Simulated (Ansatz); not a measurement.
System: Si2H3, net charge 0, doublet state. It need not be the lowest isomer of its formula. 
Geometry from a B3LYP-D3(BJ)/def2-TZVP (Ansatz, a first-principles code) optimisation:
```xyz
5

Si    -1.2264     0.1449    -0.1145
Si     1.0462    -0.0389     0.0964
H     -1.3325    -1.3477     0.1685
H      1.8899    -1.2636     0.0402
H      1.9663     1.1277     0.0447
```
Charge 0, spin multiplicity 2.

Basis-set convergence of Hartree-Fock and CCSD(T) correlation energies (hartree) with Ansatz. Cores are frozen in the correlated levels unless marked. Open shells are spin-unrestricted. Spin-orbit coupling is left out. Non-relativistic.

The UHF reference is spin-contaminated (<S^2> 0.19 over the pure value in the largest basis). The T1 diagnostic of CCSD in the largest basis is 0.050, which is high, so the coupled-cluster rows are less sure than usual.

| basis | functions | E(HF) | E(corr, CCSD(T)) |
|---|---|---|---|
| cc-pV(D+d)Z | 61 | -579.52587 | -0.22075 |
| cc-pV(T+d)Z | 120 | -579.54666 | -0.26260 |
| cc-pV(Q+d)Z | 218 | -579.55237 | -0.27538 |

Extrapolating the two largest sets (X = 3 and 4) as X^-3: E(corr) = (64·(-0.27538) - 27·(-0.26260))/37 = -0.2847 Eh, an estimate of the basis-set limit. The largest set recovers 96.7 % of it, the smallest 77.5 %.
